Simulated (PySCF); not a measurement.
## Silver: a sound run and one with changed settings

Sound run: Ag⁺ [Kr] 4d10, Ag²⁺ [Kr] 4d9. Computed with PySCF 2.14 in cc-pVDZ-PP with ECP28MDF (4s4p3d1f, 38 functions), with a scalar-relativistic core potential. The sound run starts from symmetry-adapted Hartree-Fock orbitals and uses a fine grid where one is needed.

Changed run: basis STO-3G, all-electron and non-relativistic. This setting is unsound on purpose.

```csv
species,method,sound run (hartree),changed run (hartree),converged
Ag⁺,UHF,-145.82049,-5146.23635,yes
Ag⁺,B3LYP,-146.67852,-5148.04293,yes
Ag⁺,M06-L,-146.74073,-5148.22404,yes
Ag²⁺,UHF,-145.09520,-5145.91010,yes
Ag²⁺,B3LYP,-145.88086,-5147.67796,yes
Ag²⁺,M06-L,-145.95105,-5147.83554,yes
```

Ionisation energy of Ag⁺:

| method | sound run (eV) | changed run (eV) |
| --- | --- | --- |
| UHF | 19.736 | 8.878 |
| B3LYP | 21.705 | 9.931 |
| M06-L | 21.488 | 10.571 |

A minimal basis cannot let orbitals breathe on ionisation and holds almost no correlation. The Hamiltonian changed with the basis, so the totals do not compare.

For comparison, NIST gives 21.484 eV between the lowest levels.
